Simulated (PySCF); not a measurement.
Job file and geometry (Å, from GFN2-xTB) of an NMR shielding run on `InChI=1S/C3H5Si.C2H5.Al.H/c1-3-4-2;1-2;;/h4H2,2H3;1H2,2H3;;`, GIAO PBE0/pcSseg-1 NMR shielding, non-relativistic, gas phase (PySCF); density fitting, a coarse starting grid and PySCF grid level 2 are the driver's defaults:

```
$ OMP_NUM_THREADS=1 python probes_run.py task.json out

{"job": {"kind": "nmr", "xc": "PBE0", "basis": "pcSseg-1"}, "charge": 0, "multiplicity": 1}
C     -3.276481     0.285194     0.231467
C     -3.013813    -1.233612     0.221626
Al    -1.407534    -1.633172    -0.909723
C      0.144616    -0.461702    -1.012460
C      1.144558     0.239931    -1.052270
Si     2.676342     1.284940    -1.097085
C      3.898249     0.573027     0.170498
H     -4.060585     0.553506     0.940112
H     -2.371174     0.828834     0.505100
H     -3.578978     0.629166    -0.757644
H     -3.922334    -1.753703    -0.118489
H     -2.877964    -1.559718     1.265232
H     -1.379950    -2.919144    -1.772103
H      3.244410     1.232001    -2.451065
H      2.315609     2.664286    -0.739264
H      4.162176    -0.453328    -0.070496
H      4.816696     1.153043     0.197551
H      3.477396     0.576766     1.172596
```

Q: What does the program print?

A: 
```
coarse grid: 15504 points
cycle   1  E = -728.3743699321  dE =  2.044e-01  |g| = 5.672e-01  |ddm| = 3.783e+00
cycle   2  E = -728.3479237743  dE =  2.645e-02  |g| = 6.441e-01  |ddm| = 1.221e+00
cycle   3  E = -728.4612049948  dE = -1.133e-01  |g| = 4.252e-02  |ddm| = 6.259e-01
cycle   4  E = -728.4613294223  dE = -1.244e-04  |g| = 3.959e-02  |ddm| = 6.848e-02
cycle   5  E = -728.4616984767  dE = -3.691e-04  |g| = 1.278e-02  |ddm| = 3.405e-02
cycle   6  E = -728.4617380459  dE = -3.957e-05  |g| = 3.166e-03  |ddm| = 1.106e-02
cycle   7  E = -728.4617407601  dE = -2.714e-06  |g| = 3.711e-04  |ddm| = 2.954e-03
final grid: 138952 points
cycle   8  E = -728.5038417965  dE = -2.491e-05  |g| = 7.679e-03  |ddm| = 3.330e-02
cycle   9  E = -728.5038355596  dE =  6.237e-06  |g| = 9.098e-03  |ddm| = 1.402e-02
cycle  10  E = -728.5038573265  dE = -2.177e-05  |g| = 4.484e-04  |ddm| = 7.419e-03
cycle  11  E = -728.5038573679  dE = -4.142e-08  |g| = 1.723e-04  |ddm| = 6.349e-04
cycle  12  E = -728.5038573761  dE = -8.151e-09  |g| = 3.437e-05  |ddm| = 2.025e-04
cycle  13  E = -728.5038573763  dE = -2.399e-10  |g| = 1.374e-05  |ddm| = 4.659e-05
converged SCF energy = -728.5038573763

GIAO shielding tensors (ppm)
atom      isotropic    diamagn.    paramagn.     s11        s22        s33       span
  0 C      175.946     249.055     -73.109    167.674    174.379    185.784     18.110
  1 C      176.259     252.164     -75.905    161.949    176.857    189.972     28.024
  2 Al     319.647     798.493    -478.846    209.423    366.719    382.799    173.377
  3 C       56.486     259.723    -203.237    -44.036    -42.315    255.809    299.845
  4 C       62.382     265.260    -202.877    -40.959    -30.177    258.283    299.242
  5 Si     419.518     882.502    -462.984    397.907    408.984    451.665     53.758
  6 C      191.422     252.581     -61.159    186.754    190.547    196.966     10.213
  7 H       30.210      28.847       1.363     25.092     27.941     37.598     12.507
  8 H       30.238      33.622      -3.385     25.214     29.603     35.896     10.683
  9 H       30.728      30.801      -0.073     27.231     28.366     36.587      9.356
 10 H       30.705      28.916       1.789     26.292     28.939     36.883     10.592
 11 H       31.078      31.885      -0.807     27.227     28.942     37.065      9.838
 12 H       26.586      29.538      -2.953     23.380     24.867     31.510      8.131
 13 H       27.202      28.276      -1.074     23.650     25.675     32.283      8.633
 14 H       27.212      29.801      -2.589     23.682     25.859     32.096      8.415
 15 H       31.248      30.268       0.980     27.004     28.886     37.854     10.851
 16 H       31.616      25.918       5.698     27.200     28.009     39.637     12.437
 17 H       31.269      33.022      -1.752     26.895     29.091     37.821     10.926
```

Size and cost of the density-fitted run: 188 basis functions, 41 s wall time on 1 thread of an Arm Neoverse V1, shared host; peak memory 0.83 GiB.
